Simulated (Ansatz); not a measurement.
Calculated with Ansatz (gas phase, PBE0-D4/def2-TZVP geometries, no zero-point term in ΔE). CCSD(T)/CBS adds triple-zeta CCSD(T) − MP2 to the extrapolated MP2 energy (def2 sets, frozen cores). Functionals use def2-TZVPP. B3LYP here is the variant with VWN-RPA as its local correlation; programs differ in this. For Se outer-core shells are correlated without core-valence functions, which leaves a few kJ/mol of doubt a bond. Scalar relativity is left out up to krypton. One conformer a species, not always the lowest.

Consider the formal exchange of groups at the Al–F bond: `[F][AlH][SeH]` + `CC(C)=CN` → `[NH2][AlH][SeH]` + `CC(C)=CF`.

```
             level  ΔE (kJ/mol)  difference from CCSD(T)/CBS
            PBE-D4        109.3                         -4.1
         r2SCAN-D4        108.9                         -4.5
           PBE0-D4        109.9                         -3.5
          B3LYP-D4        109.7                         -3.7
           ωB97X-V        105.9                         -7.5
           ωB97M-V        106.1                         -7.3
            B2PLYP        111.6                         -1.8
               PBE        108.2                         -5.2
            r2SCAN        108.5                         -4.9
              PBE0        109.0                         -4.4
             B3LYP        108.2                         -5.2
     HF/def2-TZVPP        103.4                        -10.0
    MP2/def2-TZVPP        118.9                          5.5
SCS-MP2/def2-TZVPP        114.1                          0.7
   CCSD/def2-TZVPP        109.3                         -4.1
CCSD(T)/def2-TZVPP        109.9                         -3.5
     HF/def2-QZVPP        105.3                         -8.1
    MP2/def2-QZVPP        121.6                          8.2
SCS-MP2/def2-QZVPP        116.8                          3.4
      HF/CBS(def2)        105.6                         -7.8
     MP2/CBS(def2)        122.4                          9.0
    CCSD/CBS(def2)        112.8                         -0.6
       CCSD(T)/CBS        113.4                            0
```

Largest T1 diagnostic among the species: 0.011.

In def2-TZVPP, CCSD(T) changes the Hartree–Fock value by +6.5 kJ/mol (the triples alone add +0.6 kJ/mol) and MP2 by +15.5 kJ/mol.
